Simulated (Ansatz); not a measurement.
HBF, SMILES `[BH-]F` (lower singlet) (charge -1, multiplicity 1). This singlet lies 0.69 eV below the relaxed triplet at the level composite: frozen-core CCSD(T) with HF/aug-cc-pVQZ and the correlation energy extrapolated as X^-3 from aug-cc-pVTZ and aug-cc-pVQZ, plus CCSDT(Q) minus CCSD(T) in aug-cc-pVDZ // PBE0-D3(BJ)/def2-TZVPD (Ansatz, a quantum-chemistry and plane-wave program).

All values below come from LC-ωPBE/aug-cc-pVTZ // PBE0-D3(BJ)/def2-TZVPD run with Ansatz.

Ansatz 0.2 input:
```yaml
crystal:
  periodic: [false, false, false]
  atoms:
    - { symbol: B, position_ang: [-0.079068, 0.541685, 0.0] }
    - { symbol: F, position_ang: [1.083903, -0.205476, 0.0] }
    - { symbol: H, position_ang: [-1.004835, -0.336208, 0.0] }
basis:
  gaussian: { orbitals: aug-cc-pVTZ }
hamiltonian:
  xc: lc_wpbe
total_charge: -1
```

Output:

```
Functional definition: LC-wPBE
505 factors; their error is unknown
238 factors; integrals over basis functions are off by at most 1.3e-5 eV
mean field evaluation 1: about -3402.2152 eV, gradient 5.8e1 eV
mean field evaluation 2: about -3401.9019 eV, gradient 7.2e1 eV
mean field evaluation 4: about -3407.5815 eV, gradient 9.1e-1 eV
mean field evaluation 8: about -3407.5977 eV, gradient 5.3e-2 eV
mean field evaluation 16: about -3407.5800 eV, gradient 1.9e-4 eV
mean field -3407.58004532 eV, -125.2262569250 hartree, gradient 2.6e-5 eV, S^2 0.000000; 0 other end points of the search recorded, 0 dependent functions left out
reference -3407.58004533 eV, -125.2262569252 hartree; 8, 8 occupied and 107, 107 virtual orbitals, 505 factors
Total energy: -3407.58004533 eV, -125.2262569252 hartree
```
